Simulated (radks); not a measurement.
All-electron atom: Xe XXVIII in [Ar] 3d9.

All-electron calculation, Dirac Kohn-Sham, LB94 model potential, spin-unpolarised, spherical densities, finite nucleus; open shells fill j = l - 1/2 first; Fermi nuclear charge, rms radius 4.7859 fm. Program: a radial shooting solver on a logarithmic mesh with Libxc functionals.

Energy parts (eV):
kinetic: 205065.901
electron-nucleus: -440273.725
Hartree: 47172.032
(The LB94 potential has no energy functional, so no total or exchange-correlation energy is given.)

Orbitals (lengths in bohr, moments of r in powers of bohr):
orbital  occ.  eigenvalue (eV)      <r>  small-component weight
1s1/2       2        -35490.02  0.02662                3.97e-02
2s1/2       2        -6346.707   0.1136                8.56e-03
2p1/2       2        -6033.541  0.09564                8.61e-03
2p3/2       4        -5703.600   0.1014                8.16e-03
3s1/2       2        -1999.606   0.2995                2.65e-03
3p1/2       2        -1869.449   0.2882                2.61e-03
3p3/2       4        -1803.573   0.2990                2.49e-03
3d3/2       4        -1578.463   0.2669                2.40e-03
3d5/2       5        -1563.974   0.2703                2.36e-03

The highest occupied level is 3d5/2 at -1564.0 eV. For comparison, the ionisation energy in NIST's Atomic Spectra Database is 1571 eV (theoretical). In exact Kohn-Sham theory the highest level is minus the ionisation energy, but local and semilocal functionals leave it too shallow, through self-interaction and a potential that decays too fast; potentials with the right tail come closer. The density falls to 0.001 e/bohr^3 at r = 0.94 bohr.

Beside tabulated values, note that spin-unpolarised runs miss the spin-polarisation part of the exchange energy of open shells.
